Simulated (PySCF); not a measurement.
C3H5NOSi. Atoms are numbered in the order given.

```xyz
11

O     -2.1075     0.1157     0.6645
Si    -0.7689     0.3334    -0.3020
C      0.7435     1.1148     0.4621
C      1.7419     0.2258     0.3186
N      1.5043    -1.0580    -0.3053
C      0.2864    -1.2159    -0.6747
H     -1.9590    -0.2436     1.5453
H     -1.2808     0.9929    -1.5284
H      0.9092     2.0910     0.9224
H      2.7764     0.3861     0.6425
H      0.0188    -2.1624    -1.1672
```

Geometry optimised at ωB97X-D3(BJ)/def2-SVP. The structure was generated by enumeration; whether it is a known compound was not checked. One conformer was computed; it need not be the lowest.

All values below come from SMD-M06-2X/def2-SVP (PySCF).

Solvation free energies are E(SMD) − E(gas) at the gas-phase geometry, for 1 M in both phases. In vacuum the dipole moment is 1.42 D.

Computed solvation free energies in water, diethylether, N,N-dimethylformamide:
```json
[
 {"solvent": "water", "ΔG(solv) (kcal/mol)": "-5.1", "its non-electrostatic (CDS) part": "3.5", "dipole (D)": "1.78"},
 {"solvent": "diethylether", "ΔG(solv) (kcal/mol)": "-4.5", "its non-electrostatic (CDS) part": "-0.5", "dipole (D)": "1.65"},
 {"solvent": "N,N-dimethylformamide", "ΔG(solv) (kcal/mol)": "-4.8", "its non-electrostatic (CDS) part": "0.9", "dipole (D)": "1.77"}
]
```
